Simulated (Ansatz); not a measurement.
The first iterations of a band of ClH3HfO3 + H2 (10 atoms, charge 0, multiplicity 1).

All numbers below come from RKS revPBE-D4/def2-SVP in Ansatz 0.2.0.

```
movable images  : 5
climbing image  : yes
spring          : 5.0 eV/Å²
optimiser       : quadratic models (default)
start path      : through a guess of the saddle point
force threshold : 0.05 eV/Å
iteration limit : 60
end points      : relaxed
```

Initial state:

```xyz
10
Properties=species:S:1:pos:R:3
Hf -0.246 -0.424 0.170
Cl -0.091 -0.200 2.558
O 1.528 -0.539 -0.580
H 2.355 -0.634 -1.067
O -1.191 1.096 -0.555
H -1.564 1.839 -1.042
O -1.223 -2.040 -0.229
H -1.742 -2.772 -0.580
H 1.715 2.809 1.179
H 1.429 2.328 1.702
```

Final state:

```xyz
10
Properties=species:S:1:pos:R:3
Hf 0.198 -0.547 -0.113
Cl 1.233 -0.143 2.019
O 1.476 -1.418 -1.270
H 2.030 -1.712 -2.003
O -0.345 1.137 -0.881
H -0.762 1.902 -1.296
O -1.343 -1.682 0.145
H -2.068 -2.317 0.107
H 0.148 3.483 2.411
H 0.404 2.761 2.438
```

| iteration | highest image above the first end (eV) | largest band force component (eV/Å) |
| --- | --- | --- |
| 1 | 3.051 | 13.022 |
| 2 | 1.497 | 4.881 |
| 3 | 0.845 | 1.733 |
| 4 | 0.580 | 2.509 |
| 5 | 0.420 | 2.084 |
| 6 | 0.341 | 2.056 |
| 7 | 0.274 | 2.112 |
| 8 | 0.240 | 2.129 |
| 9 | 0.243 | 2.184 |
| 10 | 0.288 | 2.074 |
| 11 | 0.250 | 1.606 |
| 12 | 0.248 | 1.659 |
| 13 | 0.286 | 1.593 |

Question: Does the band converge within its limit, and where does its top end?

Answer: The run converged. It ended after 41 iterations with the highest image 0.016 eV above the first end. The top lies less than 8 meV above the higher end, about what the thresholds resolve: that end is a shoulder or a very shallow well. A vibrational analysis at the climbing image gives no mode beyond 40i cm⁻¹: the surface is too flat there to confirm a saddle point.

Run time: 5.7 min on 4 threads of Arm Neoverse V1 (shared host), peak memory 0.18 GiB.
